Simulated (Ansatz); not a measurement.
Stepwise reaction of `C[O][SnH2][OH]` with hydrogen chloride, as a gas-phase model of exchange steps in deposition or etching. ΔE in kJ/mol.

Gas-phase electronic energies from Ansatz, PBE0-D4/def2-TZVP geometries. CBS: MP2 limit from def2 TZ/QZ plus the TZ coupled-cluster correction, frozen cores. This one scheme is used for every species. Functionals use def2-TZVPP. B3LYP here is the variant with VWN-RPA as its local correlation; programs differ in this. Elements past krypton have def2 core potentials. For Sn outer-core shells are correlated without core-valence functions, which leaves a few kJ/mol of doubt a bond. Each species was taken in one conformer, which may not be the lowest.

```csv
step,reaction,PBE-D4,B3LYP-D4,ωB97M-V,CCSD(T)/CBS
2,`C[O][SnH]([OH])[Cl]` + HCl → `C[O][Sn]([OH])([Cl])[Cl]` + H₂,-64.1,-64.8,-61.5,-65.8
```

Q: Give the row of step 1, `C[O][SnH2][OH]` + HCl → `C[O][SnH]([OH])[Cl]` + H₂. (An estimate is asked.)

A: The calculation gave: 
```tsv
step	reaction	PBE-D4	B3LYP-D4	ωB97M-V	CCSD(T)/CBS
1	`C[O][SnH2][OH]` + HCl → `C[O][SnH]([OH])[Cl]` + H₂	-86.6	-86.7	-83.9	-88.2
```

Q: By hand: ΔE of the 2 steps together at CCSD(T)/CBS.

A: (-88.2) + (-65.8) = -154.0 kJ/mol, or -77.0 kJ/mol a step.

In ΔE each step is higher than the one before. All are downhill at CCSD(T)/CBS. PBE-D4 differs from CCSD(T)/CBS by 1.6 to 1.7 kJ/mol a step. Isolated molecules leave out the surface, adducts and barriers. Largest T1 diagnostic: 0.014.
